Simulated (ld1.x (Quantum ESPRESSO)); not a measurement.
## PBE ultrasoft dataset for beryllium, non-relativistic all-electron reference.

```
Element                 : Be (Z = 4)
Generator               : ld1.x (Quantum ESPRESSO) 7.5
Type                    : ultrasoft
Functional              : PBE
Relativity              : non-relativistic
Frozen core             : none
Valence charge          : 4
Reference configuration : 1s2 2s1.75 2p0.25
Partial waves           : 1s (bound): rcut 0.65, rcutus 0.80 bohr; 2s (bound): rcut 0.65, rcutus 0.80 bohr; 2p (bound): rcut 2.85, rcutus 3.60 bohr; 2p channel at 0.2 Ry: rcut 2.85, rcutus 3.60 bohr
Local potential         : all-electron potential smoothed inside 2.60 bohr (lloc = -1)
Core correction         : none
Augmentation charge     : PSQ, radius 0.50 bohr
```

* Cutoffs needed: 120 Ry and 160 Ry (the cutoffs (Ry, on a coarse ladder) from which the occupation-weighted sum of valence levels, in a spherical-Bessel basis at the reference potential, stays within 10 and 1 mRy of its value at 400 Ry)
* Ghost test: no extra level below or beside the all-electron valence levels (s, p, d, f tested) (spherical-Bessel basis up to 400 Ry, 20 bohr box)
* Configuration tests: test run stopped at test 1 of 7 (negative rho)
* Lowest eigenvalue of the overlap operator: 0.35 (s channel)
* Density cutoff estimated by the generator: 933 Ry
